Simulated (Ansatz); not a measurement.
Reaction (ligand exchange at a B–Cl bond): `NBCl` + `[SiH3][SeH]` → `NB[Se][SiH3]` + HCl

Program: Ansatz. Geometries: PBE0-D4/def2-TZVP. ΔE: electronic, gas phase. CCSD(T)/CBS is the MP2 limit (def2-TZVPP, def2-QZVPP) plus CCSD(T) − MP2 in def2-TZVPP, frozen cores. This one scheme is used for every species. Functionals use def2-TZVPP. For Se outer-core shells are correlated without core-valence functions, which leaves a few kJ/mol of doubt a bond. Scalar relativity is left out up to krypton. One conformer a species, not always the lowest.

```
       species  r2SCAN-D4 energy (Eh)
        `NBCl`             -541.66143
 `[SiH3][SeH]`            -2693.43521
`NB[Se][SiH3]`            -2774.29869
           HCl             -460.78592
```

Question: Work out ΔE.

Answer: ΔE = (-2774.29869) + (-460.78592) − (-541.66143) − (-2693.43521) = 0.01203 Eh = +0.33 eV. CCSD(T)/CBS gives +0.28 eV.

Largest T1 diagnostic among the species: 0.011.

In def2-TZVPP, CCSD(T) changes the Hartree–Fock value by −0.20 eV (the triples alone add −0.03 eV) and MP2 by −0.22 eV. The D4 term adds −0.09 eV with B3LYP and −0.05 eV with PBE0; it sums over pairs of atoms, weighted by their polarisabilities, and B3LYP, whose exchange is more repulsive, gets the larger term.

B3LYP here is the variant with VWN-RPA as its local correlation; programs differ in this.
